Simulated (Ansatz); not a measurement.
CH2O (SMILES C=O) at its CCSD(T)/cc-pVTZ minimum, average atomic masses, point group C2v.
(charge 0, multiplicity 1):
```xyz
4

C     -0.595     0.113     0.001
O      0.594    -0.113    -0.001
H     -1.343    -0.698     0.001
H     -0.993     1.142     0.001
```

Frozen-core correlation.

Run with Ansatz (a first-principles code). 

Harmonic frequencies (cm⁻¹): 1192 1275 1543 1780 2929 2996.

Question: Work out the rotational constants, the zero-point energy, and the ideal-gas entropy and heat capacity at 298.15 K and 1 bar (rigid rotor, harmonic oscillator).

Answer: 
Principal moments 1.768, 13.090, 14.858 u Å² give 16.8576/I = 9.533, 1.288, 1.135 cm⁻¹. Zero point: Σω/2 = 5857 cm⁻¹ = 16.75 kcal/mol. Translation R(1.5 ln M + 2.5 ln T − 1.1517) with M = 30.026 u: 151.28 J/(mol K). Rotation with σ = 2: q = 708.4, S = R(ln q + 3/2) = 67.04. Vibration, summed over R(u/(eᵘ − 1) − ln(1 − e⁻ᵘ)) with u = 1.43878ω/T: 0.36, of which the lowest mode gives 0.18. S° = 218.7 J/(mol K); C_p = 4R + 1.94 = 35.20 J/(mol K).
